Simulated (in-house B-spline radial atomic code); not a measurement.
## RPA correlation on BLYP: Hg2+

Configuration [Xe] 4f14 5d10, mean-field start BLYP. Computed with an all-electron radial atomic-structure program (B-spline basis): all electrons, scalar-relativistic (spin-free one-electron X2C), finite nucleus, each spin shell either full or empty, empty states to l = 9 with an (l + 1/2)⁻⁴ tail; G0W0 by contour deformation at full frequency.

Without the two-electron picture change, the correlation of inner shells comes somewhat too large for so heavy an element.

The highest G0W0 level has too low a weight to be given.

Command:
```bash
python run_gw.py task.json out
```
Settings (radii: box in bohr, nucleus in fm):
```
Z                        80
electrons                78
configuration            [Xe] 4f14 5d10
hamiltonian              x2c
method                   b88,lyp
lmax                     9
rms_radius               5.4648
spin_polarised           False
box_radius               17.55
intervals                68
```

Time taken, with all properties: 7.8 s on 1 thread of Arm Neoverse N1, with other jobs on the host.

Energies (hartree):

| term | value |
| --- | --- |
| mean-field total | -19626.04262 |
| Hartree-Fock functional on these orbitals | -19619.12283 |
| direct second order | -8.1048 |
| second-order exchange | 1.9997 |
| SOSEX correction | 1.8757 |

What is the RPA correlation energy, and what remains with SOSEX?

RPA gives -7.0704 hartree (-2.47 eV per electron); RPA + SOSEX gives -5.1946, and the second-order doubles -6.105 hartree (no singles). RPA lacks exchange-type terms and so overcorrelates at short range.
